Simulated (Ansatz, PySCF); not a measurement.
1-chlorocyclopenta-1,3-diene (C5H5Cl), SMILES C1C=CCC=1Cl. Atoms are numbered in the order given.

```xyz
11

Cl    -0.1491    -1.9998     0.0000
C     -0.1269    -0.2802     0.0000
C     -1.1880     0.5493     0.0000
C     -0.6788     1.9329     0.0000
C      0.6700     1.9217     0.0000
C      1.1583     0.4978     0.0000
H     -2.2371     0.2510     0.0000
H     -1.3157     2.8203     0.0000
H      1.3293     2.7915     0.0000
H      1.7713     0.2588     0.8869
H      1.7713     0.2588    -0.8868
```
Charge 0, spin multiplicity 1.

Geometry optimised at ωB97X-D3(BJ)/def2-SVP. Other conformers were not sampled.

Two levels are set side by side: PBE-D3(BJ)/def2-SVP (Ansatz, a quantum-chemistry and plane-wave program) and ωB97X-D3(BJ)/def2-SVP (PySCF). Each level has its own optimised geometry; the coordinates shown are those of the second. Frequencies come from the Hessian of PySCF at each geometry. Differences are taken from unrounded values.

```csv
quantity,ωB97X-D3(BJ)
mean bond length (Å),1.307
bond Cl1–C2 (Å),1.720
bond C2–C3 (Å),1.347
bond C2–C6 (Å),1.502
bond C3–C4 (Å),1.474
bond C4–C5 (Å),1.349
bond C5–C6 (Å),1.505
bond C3–H7 (Å),1.091
bond C4–H8 (Å),1.092
bond C5–H9 (Å),1.091
bond C6–H10 (Å),1.104
bond C6–H11 (Å),1.104
highest harmonic wavenumber (cm⁻¹),3266
mean harmonic wavenumber (cm⁻¹),1376
zero-point energy (kcal/mol),53.11
```

### Question
What does PBE-D3(BJ) give, and how far is it from ωB97X-D3(BJ)? (The exact figures need the calculation; the answer reports its results.)

### Answer

| quantity | PBE-D3(BJ) | PBE-D3(BJ) minus ωB97X-D3(BJ) |
|---|---|---|
| mean bond length (Å) | 1.314 | 0.006 |
| bond Cl1–C2 (Å) | 1.726 | 0.007 |
| bond C2–C3 (Å) | 1.364 | 0.017 |
| bond C2–C6 (Å) | 1.505 | 0.002 |
| bond C3–C4 (Å) | 1.466 | -0.008 |
| bond C4–C5 (Å) | 1.363 | 0.015 |
| bond C5–C6 (Å) | 1.504 | -0.001 |
| bond C3–H7 (Å) | 1.097 | 0.007 |
| bond C4–H8 (Å) | 1.099 | 0.007 |
| bond C5–H9 (Å) | 1.098 | 0.006 |
| bond C6–H10 (Å) | 1.113 | 0.009 |
| bond C6–H11 (Å) | 1.113 | 0.009 |
| highest harmonic wavenumber (cm⁻¹) | 3173 | -93 |
| mean harmonic wavenumber (cm⁻¹) | 1317 | -59 |
| zero-point energy (kcal/mol) | 50.84 | -2.27 |

GGA bonds tend to be longer and softer than those of functionals with exact exchange. Differences between two approximate levels are no errors against the true value.
